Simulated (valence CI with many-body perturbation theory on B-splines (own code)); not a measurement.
Values are calculated unless marked as measured or tabulated.
# Sensitivity of CI+MBPT for Te XXXIX

Level of theory: valence CI with perturbative core correlation (CI+MBPT): four valence electrons over a frozen Dirac-Fock core [Ne], a basis of 6 s, 6 p, 5 d, 3 f, 1 g functions for each j, with the one-electron correlation potential Σ1 (screened to all orders), the two-electron term Σ2, the three-electron term Σ3, Breit, model QED; selected single and double excitations, second order for the rest, scaled by the run's own slope (own B-spline code, finite nucleus).

No measured spectrum was set against this ion. As an estimate, large intervals hold to a few tenths of a per cent, small ones and those within an open d or f shell to about a per cent.

The reference run has the lowest level (3s^2 3p1/2^2) J=0 and an ionisation energy of 2701.92 eV. Its largest variational space holds 9995 state functions.

Levels are named by their leading jj configuration (3d3/2^4 stands for four electrons in 3d with j = 3/2), which in mixed levels can hold well under half, so a name can repeat and another be missing. Letters in brackets count levels of one name in rising energy.

Changed runs:
A. scale of Σ1 1 → 0.8; three-electron term on → off
B. size limit of the variational space 10000 → 1500; cutoff of virtual states (hartree) 5408 → 11760
C. orbitals per symmetry with explicit Σ2 and valence Breit (the others get mean screening factors) 5 → 7
D. factor on the speed of light 1 → 0.9 (bad on purpose)

Excitation energies of the reference run in cm⁻¹, and shifts in cm⁻¹:

```
                     Level  Reference        A        B         C        D
    (3s^2 3p1/2 3p3/2) J=1     492412     -249     +4.0      +1.6  +142684
    (3s^2 3p1/2 3p3/2) J=2     541535     -146     +5.1      +1.7  +143057
        (3s^2 3p3/2^2) J=2    1069410     -302      +12      +1.1  +286339
        (3s^2 3p3/2^2) J=0    1177240      -51      +23      -4.5  +286383
    (3s 3p1/2^2 3p3/2) J=2    1266020     -276     +3.7      +4.8  +168574
    (3s 3p1/2^2 3p3/2) J=1    1419250     -124     +7.6      +1.9  +168224
    (3s^2 3p1/2 3d3/2) J=2    1619170     +303      +31      +1.5  +152574
(3s 3p1/2 3p3/2^2) J=2 [a]    1690570     -433      +16      +4.0  +256949
    (3s 3p1/2 3p3/2^2) J=3    1764260     -179      +15      +3.5         
    (3s^2 3p1/2 3d3/2) J=1    1821000     +940      +18      +0.1  +162262
    (3s^2 3p1/2 3d5/2) J=2    1891600     +457      +17      +1.1  +234056
    (3s^2 3p1/2 3d5/2) J=3    1898620     +367      +14      +2.6  +264918
    Ionisation energy (eV)    2701.92  -0.0054  +0.0053  +0.00074   +21.40
```

A blank means that the level has no clear partner in that run.
